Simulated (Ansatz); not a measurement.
Species: BSiH3F2, charge 0, singlet. BSiH3F2 (SMILES FB(F)[SiH3]).
B3LYP-D3(BJ)/def2-TZVP minimum from Ansatz (a program for electronic structure):
```xyz
7

B     -0.4422     0.2505    -0.2938
F     -1.6343    -0.3093    -0.4279
F     -0.2813     1.4286    -0.8784
Si     1.0763    -0.6299     0.7349
H      1.6034     0.3209     1.7421
H      2.1650    -0.9655    -0.2143
H      0.6146    -1.8634     1.4092
```

Total energies in hartree (Ansatz). Radicals and triplets start from unrestricted determinants; spin-orbit coupling is neglected. Correlated methods leave the cores frozen. No relativity. Where a partner has so few electrons that a lower coupled-cluster level is exact, that level stands in.

```tsv
species	HF/cc-pV(T+d)Z	CCSD(T)/cc-pV(T+d)Z	HF/cc-pV(Q+d)Z	CCSD(T)/cc-pV(Q+d)Z	CCSD(T)/cc-pV(D+d)Z	CCSDT(Q)/cc-pV(D+d)Z
1: BSiH3F2 (SMILES B(F)([SiH3])F)	-514.45659	-515.22797	-514.47827	-515.30967	-514.96024	-514.96235
2: B (doublet)	-24.53207	-24.59810	-24.53297	-24.60084	-24.58941	-24.58977
3: F (doublet)	-99.40552	-99.62036	-99.41377	-99.65026	-99.52757	-99.52776
4: Si (triplet)	-288.85649	-288.93344	-288.85845	-288.93781	-288.91643	-288.91690
5: H (doublet)	-0.49981	-0.49981	-0.49995	-0.49995	-0.49928	-0.49928
```

Problem. Work out the atomisation energy (electronic, to ground-state atoms) in kcal/mol: take Hartree-Fock from cc-pV(Q+d)Z, extrapolate the CCSD(T) correlation energy as X^-3 (X = 3, 4), and add CCSDT(Q) - CCSD(T) in cc-pV(D+d)Z. 1 hartree = 627.51 kcal/mol.

Solution. 
Species 1: correlation (64·(-0.83140) - 27·(-0.77138))/37 = -0.87520; step -0.00211; E1 = -514.47827 + (-0.87520) + (-0.00211) = -515.35558
Species 2: correlation (64·(-0.06787) - 27·(-0.06603))/37 = -0.06921; step -0.00036; E2 = -24.53297 + (-0.06921) + (-0.00036) = -24.60254
Species 3: correlation (64·(-0.23649) - 27·(-0.21484))/37 = -0.25229; step -0.00019; E3 = -99.41377 + (-0.25229) + (-0.00019) = -99.66625
Species 4: correlation (64·(-0.07936) - 27·(-0.07695))/37 = -0.08112; step -0.00047; E4 = -288.85845 + (-0.08112) + (-0.00047) = -288.94004
Species 5: correlation (64·(0.00000) - 27·(0.00000))/37 = 0.00000; step +0.00000; E5 = -0.49995 + (0.00000) + (+0.00000) = -0.49995
-1·E1 +1·E2 +2·E3 +1·E4 +3·E5 = 0.98065 hartree = 615.4 kcal/mol.
